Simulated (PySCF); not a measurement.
C₄H₃F₃N₂OS.
SMILES with atom numbers: `[CH3:1][O:2][c:3]1[n:4][n:5][s:6][c:7]1[C:8]([F:9])([F:10])[F:11]`

Geometry (GFN2-xTB, Å), atoms numbered from 1 in this order:
```xyz
14
C4H3F3N2OS angstrom
C      2.257   -0.822   -0.116
O      0.838   -0.802   -0.201
C      0.255    0.340    0.116
N      0.924    1.444    0.497
N      0.189    2.437    0.759
S     -1.412    2.162    0.578
C     -1.125    0.545    0.097
C     -2.168   -0.442   -0.269
F     -2.026   -0.898   -1.524
F     -2.155   -1.522    0.528
F     -3.403    0.076   -0.189
H      2.583   -0.611    0.904
H      2.692   -0.081   -0.790
H      2.551   -1.826   -0.411
```

NICS = −σ at a ghost point: NICS(0) at the centroid of the ring atoms, NICS(1) 1 Å to either side along the normal of their mean plane, zz for the tensor component along that normal. Level: GIAO PBE0/pcSseg-1 (PySCF, non-relativistic, gas phase) on the GFN2-xTB geometry, one conformer.

Ring bond lengths (Å), with Mayer bond orders in brackets: C3–N4 1.346 (1.27), N4–N5 1.263 (1.49), N5–S6 1.634 (1.19), S6–C7 1.712 (1.21), C7–C3 1.395 (1.30).

**Question.** What do the NICS probes read (ppm)?

**Answer.** 
```
          ring                                                       type  NICS(0)  NICS(1), two faces  NICS(1)zz, two faces  rms pucker (Å)  centre to ring atoms, mean (Å)
C3–N4–N5–S6–C7  5-membered ring with 2 N and S; formal bonds all aromatic    -12.1       -12.4 / -12.4         -28.3 / -28.3            0.00                            1.24
```

**Question.** What can be read from them?

**Answer.** 
- C3–N4–N5–S6–C7: mean NICS(1)zz -28.3 ppm, shielded. For a flat ring without four-coordinate atoms the NICS criterion counts such a value as aromatic.

**Question.** At the second NICS(1) probe listed for ring C3–N4–N5–S6–C7, 1 Å off the ring, what do the in-plane components average?

**Answer.** The isotropic value is a third of the trace: (3 × -12.4 − (-28.3))/2 = -4.5 ppm.

**Question.** How shielded are the nuclei of the rings and their hydrogens (means over atoms taken as equivalent)?

**Answer.** 
| atoms | environment | σ isotropic (ppm) | principal values of the symmetric part, first atom (ppm) |
| --- | --- | --- | --- |
| C3 | aromatic carbon bearing oxygen | 14.9 | -28.8, 12.5, 61.0 |
| N4 | pyridine-type nitrogen | -177.3 | -536.2, -156.2, 160.6 |
| N5 | pyridine-type nitrogen | -182.5 | -538.2, -187.6, 178.3 |
| S6 | ring sulfur | -31.4 | -507.1, 167.6, 245.3 |
| C7 | substituted aromatic carbon | 56.5 | -3.7, 50.5, 122.7 |
